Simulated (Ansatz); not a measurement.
Molecule: CdCl, net charge 1, singlet state. 
Geometry from a B3LYP-D3(BJ)/def2-TZVP (Ansatz, a first-principles code) optimisation:
```
Cd
Cl 1 2.2665
```
Charge +1, spin multiplicity 1.

Total electronic energies in hartree. Correlated levels leave the core frozen unless marked. Spin-orbit coupling is left out. The frozen core is the preceding noble-gas configuration, with the filled d and f shells of earlier blocks. In def2 rows, elements after Kr have scalar-relativistic effective core potentials. STO-3G rows are all-electron and non-relativistic. CBS(X,Y): correlation extrapolated as X^-3; Hartree-Fock from the larger set.

```tsv
level	program	energy (Eh)
PBE-D3(BJ)/def2-TZVPD	Ansatz + dftd3	-627.49856
B3LYP/def2-TZVPD	Ansatz	-627.75088
PBE0/STO-3G	Ansatz	-5868.13675
PBE0/def2-TZVP	Ansatz	-627.52424
r2SCANh-D4/def2-TZVPD	Ansatz + dftd4	-627.68953
wB97X-V/def2-TZVPD	Ansatz	-627.58324
SCS-MP2/def2-SVP	Ansatz	-626.27459
CCSD(T)/def2-TZVPP	Ansatz	-626.72788
CCSD(T)/CBS(def2-TZVPPD,def2-QZVPPD)	Ansatz	-626.8368
```

Totals of different functionals don't rank their quality; only differences between species are comparable.
